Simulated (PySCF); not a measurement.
C₂H₅BO₃, SMILES OB1COCO1. The structure is a stationary point at PBE0-D3(BJ)/def2-SVP. The structure was generated by enumeration, and PubChem lists no compound with its InChIKey, so it may never have been made. Other conformers were not sampled.

Task: Give the equilibrium geometry at PBE0-D3(BJ)/def2-SVP (PySCF confirms it by a frequency run) as a Z-matrix. (Estimate from the structure and the level; the computed values follow.)

Result: Several could match; the one computed here: 
```
B
O 1 1.3478
H 2 0.9638 1 112.29
O 1 1.3666 2 123.86 3 0.64
C 4 1.4139 1 107.91 2 -175.98
O 5 1.3885 4 108.58 1 -19.48
H 5 1.1018 6 109.13 4 119.85
H 5 1.1110 7 109.24 6 -122.58
C 6 1.4255 5 108.07 7 148.42
H 9 1.1002 6 109.03 5 -146.11
H 9 1.1098 10 107.26 6 120.92
```
